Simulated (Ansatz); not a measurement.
Reaction (formal hydrolysis of a B–F bond): `CCB(F)Br` + H₂O → `CCB(O)Br` + H–F

Isolated molecules relaxed with PBE0-D4/def2-TZVP in Ansatz; ΔE leaves out vibrations. CCSD(T)/CBS adds triple-zeta CCSD(T) − MP2 to the extrapolated MP2 energy (def2 sets, frozen cores). This one scheme is used for every species. For Br outer-core shells are correlated without core-valence functions, which leaves a few kJ/mol of doubt a bond. Scalar relativity is left out up to krypton. Each species was taken in one conformer, which may not be the lowest.

```
   species  CCSD(T)/CBS(def2) energy (Eh)
`CCB(F)Br`                    -2777.13014
       H₂O                      -76.37941
`CCB(O)Br`                    -2753.11054
       H–F                     -100.39570
```

Problem. Work out ΔE.

Solution. ΔE = (-2753.11054) + (-100.39570) − (-2777.13014) − (-76.37941) = 0.00331 Eh = +2.1 kcal/mol.

Largest T1 diagnostic among the species: 0.010.

Leaving LDA and LC-ωPBE aside and taking each functional with its dispersion term where it has one, the values, not all of them listed here, spread over 1.8 kcal/mol, from revPBE-D4 to B97M-V. LDA lies −1.5 kcal/mol from PBE without D4. In def2-TZVPP, CCSD(T) changes the Hartree–Fock value by −2.9 kcal/mol (the triples alone add −0.4 kcal/mol) and MP2 by −3.7 kcal/mol. The D4 term adds −1.1 kcal/mol with B3LYP and −0.6 kcal/mol with PBE0; it sums over pairs of atoms, weighted by their polarisabilities, and B3LYP, whose exchange is more repulsive, gets the larger term.

B3LYP here is the variant with VWN-RPA as its local correlation; programs differ in this.
